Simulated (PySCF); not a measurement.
How methods differ on the ionisation energy of Sr

Sr [Kr] 5s2 → Sr⁺ [Kr] 5s1 [5s1/2^1, M_J = 1/2], as a difference of total energies. All numbers are calculated (PySCF 2.14, the two-component X2C-1e Hamiltonian, in x2c-TZVPall-2c (8s9p7d1f, 77 functions)). Correlated levels: [Ar] 3d10 frozen; the 6 highest virtual spinors dropped. "Screened" scales the spin-orbit matrix elements by Boettger's factors to mimic the two-electron term; Breit and QED terms are absent.

```json
{"method": "GHF (screened spin-orbit)", "ionisation energy (eV)": "4.746"}
{"method": "GMP2 (screened spin-orbit)", "ionisation energy (eV)": "5.526"}
```

**Question.** How much does correlation contribute at GMP2 (screened spin-orbit)?

**Answer.** 5.526 − (4.746) = 0.780 eV, measured against GHF (screened spin-orbit).

Errors of the correlated levels include the incompleteness of this basis and the frozen core.

MP2 underrates the near-degeneracy of ns² with np² in the lower species.

For comparison: 5.695 eV (measured; NIST Atomic Spectra Database, ionization energies).
